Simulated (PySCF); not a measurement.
Zn(H)(SiH3) (H4SiZn), SMILES [SiH3][ZnH].

The structure is a stationary point at B3LYP-D3(BJ)/def2-TZVP.

Level of theory: PBE/def2-TZVPD (PySCF).

Isolated molecule, no solvent.

Problem. Estimate the frontier levels, gap, dipole moment and polarisability. (The exact figures need the calculation; the answer reports its results.)

Solution. 
The highest occupied level comes out as -6.31 eV. The lowest empty level is -1.86 eV and the orbital gap is 4.44 eV. The dipole moment is 0.19 D, the quadrupole, principal values (traceless, Buckingham form, about the centre of nuclear charge) comes out as -7.39, 3.69, 3.69 D·Å and the mean static polarisability is 64.1 bohr³ (9.50 Å³). The polarisability, principal values is 52.9, 52.9, 86.6 bohr³.
